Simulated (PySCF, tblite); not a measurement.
Species: C8H9O (doublet state).
Geometry (GFN2-xTB, Å), atoms numbered from 1 in this order:
```xyz
18
C8H9O angstrom
C      2.823    0.603   -0.399
C      1.771   -0.197   -0.230
C      0.405    0.245   -0.095
C     -0.688   -0.554    0.152
C     -0.750   -2.027    0.349
O     -1.920   -2.574    0.575
C     -1.913    0.292    0.210
C     -1.388    1.661   -0.035
C     -0.057    1.613   -0.206
H      2.730    1.674   -0.441
H      3.819    0.207   -0.498
H      1.923   -1.268   -0.186
H     -0.251   -2.515   -0.530
H     -0.025   -2.297    1.161
H     -2.417    0.189    1.174
H     -2.642   -0.027   -0.539
H     -2.014    2.534   -0.065
H      0.586    2.450   -0.407
```

Jobs on this species (18 atoms, 65 electrons) with PySCF (density fitting) and tblite. Hardware of each: one thread of an Arm Neoverse V1, shared host. Times come from a shared host and carry two figures at best.

```csv
level and settings,work,basis functions,SCF cycles,wall time
GFN2-xTB,Hessian by finite differences,–,–,0.65 s
"UKS B3LYP, pcH-1 on C H O, non-relativistic, mean-field spin-orbit, GIAO","unrestricted SCF, g, hyperfine, density and orbital grids written",315,?,?
GFN2-xTB,L-BFGS relaxation,–,–,0.73 s
```

Task: Fill in the missing figures.

Result: 
- UKS B3LYP, pcH-1 on C H O, non-relativistic, mean-field spin-orbit, GIAO; unrestricted SCF, g, hyperfine, density and orbital grids written: 2.2 min, 21 SCF cycles

Task: What do all jobs in the table cost together?

Result: About 2.2 min; the longest takes about 99 % of that, and about 200 times as long as the shortest.
